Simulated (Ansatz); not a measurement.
Ansatz (a program for electronic structure) input (B3LYP-D3(BJ)/def2-TZVP):

Ansatz 0.2 input:
```yaml
crystal:
  periodic: [false, false, false]
  atoms:
    - {symbol: In, position_ang: [0.00000000, 0.00000000, 0.00000000]}
    - {symbol: Br, position_ang: [0.00000000, 0.00000000, 2.36845088]}
    - {symbol: Br, position_ang: [-0.00000000, -0.00000000, -2.36845088]}
basis:
  gaussian:
    orbitals: def2-TZVP
hamiltonian:
  xc: b3lyp
  dispersion: d3bj
total_charge: 1
phonons: {temperatures: {t_min: 298.15, t_max: 298.15, t_step: 100}}
```

Output:

```
Functional definition: B3LYP
integrals: 0.08 GiB planned
1291 factors; their error is unknown
mean field: 0.77 GiB planned
mean field evaluation 1: about -145260.6448 eV, gradient 3.3e1 eV
mean field evaluation 2: about -145254.6304 eV, gradient 6.0e1 eV
mean field evaluation 4: about -145263.8951 eV, gradient 2.3e0 eV
mean field evaluation 8: about -145263.9075 eV, gradient 4.5e-2 eV
mean field evaluation 16: about -145264.6316 eV, gradient 1.3e-5 eV
mean field -145264.63155815 eV, -5338.3767458581 hartree, gradient 7.4e-6 eV, S^2 0.000000; 0 other end points of the search recorded, 0 dependent functions left out
the calculation of the forces begins
reference -145264.63178404 eV, -5338.3767541596 hartree; 45, 45 occupied and 101, 101 virtual orbitals, 1291 factors
these checks for a lower state are left out or cut short: stability, starts, cluster_reference, orbital_swaps, neighbouring_geometries, increment
integrals: 0.08 GiB planned
1291 factors; their error is unknown
mean field: 0.77 GiB planned
mean field -145264.63155500 eV, -5338.3767457424 hartree, gradient 2.8e-6 eV, S^2 0.000000; 0 other end points of the search recorded, 0 dependent functions left out
the calculation of the forces begins
reference -145264.63178089 eV, -5338.3767540438 hartree; 45, 45 occupied and 101, 101 virtual orbitals, 1291 factors
these checks for a lower state are left out or cut short: stability, starts, cluster_reference, orbital_swaps, neighbouring_geometries, increment
integrals: 0.08 GiB planned
1291 factors; their error is unknown
mean field: 0.77 GiB planned
mean field evaluation 32: about -145264.6316 eV, gradient 2.6e-6 eV
mean field -145264.63155500 eV, -5338.3767457424 hartree, gradient 2.8e-6 eV, S^2 0.000000; 0 other end points of the search recorded, 0 dependent functions left out
the calculation of the forces begins
reference -145264.63178089 eV, -5338.3767540438 hartree; 45, 45 occupied and 101, 101 virtual orbitals, 1291 factors
these checks for a lower state are left out or cut short: stability, starts, cluster_reference, orbital_swaps, neighbouring_geometries, increment
integrals: 0.08 GiB planned
1291 factors; their error is unknown
mean field: 0.77 GiB planned
mean field -145264.63155500 eV, -5338.3767457424 hartree, gradient 2.8e-6 eV, S^2 0.000000; 0 other end points of the search recorded, 0 dependent functions left out
the calculation of the forces begins
reference -145264.63178089 eV, -5338.3767540438 hartree; 45, 45 occupied and 101, 101 virtual orbitals, 1291 factors
these checks for a lower state are left out or cut short: stability, starts, cluster_reference, orbital_swaps, neighbouring_geometries, increment
integrals: 0.08 GiB planned
1291 factors; their error is unknown
mean field: 0.77 GiB planned
mean field -145264.63155500 eV, -5338.3767457424 hartree, gradient 2.8e-6 eV, S^2 0.000000; 0 other end points of the search recorded, 0 dependent functions left out
the calculation of the forces begins
reference -145264.63178089 eV, -5338.3767540438 hartree; 45, 45 occupied and 101, 101 virtual orbitals, 1291 factors
these checks for a lower state are left out or cut short: stability, starts, cluster_reference, orbital_swaps, neighbouring_geometries, increment
integrals: 0.08 GiB planned
1291 factors; their error is unknown
mean field: 0.77 GiB planned
mean field -145264.63146034 eV, -5338.3767422637 hartree, gradient 2.9e-6 eV, S^2 0.000000; 0 other end points of the search recorded, 0 dependent functions left out
the calculation of the forces begins
reference -145264.63168623 eV, -5338.3767505652 hartree; 45, 45 occupied and 101, 101 virtual orbitals, 1291 factors
these checks for a lower state are left out or cut short: stability, starts, cluster_reference, orbital_swaps, neighbouring_geometries, increment
integrals: 0.08 GiB planned
1291 factors; their error is unknown
mean field: 0.77 GiB planned
mean field evaluation 64: about -145264.6315 eV, gradient 2.6e-6 eV
mean field -145264.63146034 eV, -5338.3767422638 hartree, gradient 2.9e-6 eV, S^2 0.000000; 0 other end points of the search recorded, 0 dependent functions left out
the calculation of the forces begins
reference -145264.63168623 eV, -5338.3767505652 hartree; 45, 45 occupied and 101, 101 virtual orbitals, 1291 factors
these checks for a lower state are left out or cut short: stability, starts, cluster_reference, orbital_swaps, neighbouring_geometries, increment
integrals: 0.08 GiB planned
1291 factors; their error is unknown
mean field: 0.77 GiB planned
mean field -145264.63155737 eV, -5338.3767458297 hartree, gradient 2.8e-6 eV, S^2 0.000000; 0 other end points of the search recorded, 0 dependent functions left out
the calculation of the forces begins
reference -145264.63178327 eV, -5338.3767541312 hartree; 45, 45 occupied and 101, 101 virtual orbitals, 1291 factors
these checks for a lower state are left out or cut short: stability, starts, cluster_reference, orbital_swaps, neighbouring_geometries, increment
integrals: 0.08 GiB planned
1291 factors; their error is unknown
mean field: 0.77 GiB planned
mean field -145264.63155737 eV, -5338.3767458297 hartree, gradient 2.8e-6 eV, S^2 0.000000; 0 other end points of the search recorded, 0 dependent functions left out
the calculation of the forces begins
reference -145264.63178327 eV, -5338.3767541312 hartree; 45, 45 occupied and 101, 101 virtual orbitals, 1291 factors
these checks for a lower state are left out or cut short: stability, starts, cluster_reference, orbital_swaps, neighbouring_geometries, increment
integrals: 0.08 GiB planned
1291 factors; their error is unknown
mean field: 0.77 GiB planned
mean field -145264.63155737 eV, -5338.3767458297 hartree, gradient 2.8e-6 eV, S^2 0.000000; 0 other end points of the search recorded, 0 dependent functions left out
the calculation of the forces begins
reference -145264.63178327 eV, -5338.3767541312 hartree; 45, 45 occupied and 101, 101 virtual orbitals, 1291 factors
these checks for a lower state are left out or cut short: stability, starts, cluster_reference, orbital_swaps, neighbouring_geometries, increment
integrals: 0.08 GiB planned
1291 factors; their error is unknown
mean field: 0.77 GiB planned
mean field evaluation 96: about -145264.6316 eV, gradient 2.6e-6 eV
mean field -145264.63155737 eV, -5338.3767458297 hartree, gradient 2.8e-6 eV, S^2 0.000000; 0 other end points of the search recorded, 0 dependent functions left out
the calculation of the forces begins
reference -145264.63178327 eV, -5338.3767541312 hartree; 45, 45 occupied and 101, 101 virtual orbitals, 1291 factors
these checks for a lower state are left out or cut short: stability, starts, cluster_reference, orbital_swaps, neighbouring_geometries, increment
integrals: 0.08 GiB planned
1291 factors; their error is unknown
mean field: 0.77 GiB planned
mean field -145264.63156675 eV, -5338.3767461744 hartree, gradient 2.8e-6 eV, S^2 0.000000; 0 other end points of the search recorded, 0 dependent functions left out
the calculation of the forces begins
reference -145264.63179268 eV, -5338.3767544772 hartree; 45, 45 occupied and 101, 101 virtual orbitals, 1291 factors
these checks for a lower state are left out or cut short: stability, starts, cluster_reference, orbital_swaps, neighbouring_geometries, increment
integrals: 0.08 GiB planned
1291 factors; their error is unknown
mean field: 0.77 GiB planned
mean field -145264.63145485 eV, -5338.3767420619 hartree, gradient 2.8e-6 eV, S^2 0.000000; 0 other end points of the search recorded, 0 dependent functions left out
the calculation of the forces begins
reference -145264.63168070 eV, -5338.3767503619 hartree; 45, 45 occupied and 101, 101 virtual orbitals, 1291 factors
Total energy: -145264.80787358 eV, -5338.3832253308 hartree
Atom 0 at     0.000000     0.000000     0.000000 Å, force     0.000000     0.000000    -0.000000 eV/Å
Atom 1 at     0.000000     0.000000     2.368451 Å, force    -0.000000    -0.000000    -0.000874 eV/Å
Atom 2 at    -0.000000    -0.000000    -2.368451 Å, force    -0.000000    -0.000000     0.000874 eV/Å
Dipole moment:    -0.000000     0.000000     0.000000 e Å
Vibrations: 64.11 64.11 223.03 357.00 cm⁻¹, zero-point energy 0.043907 eV
```
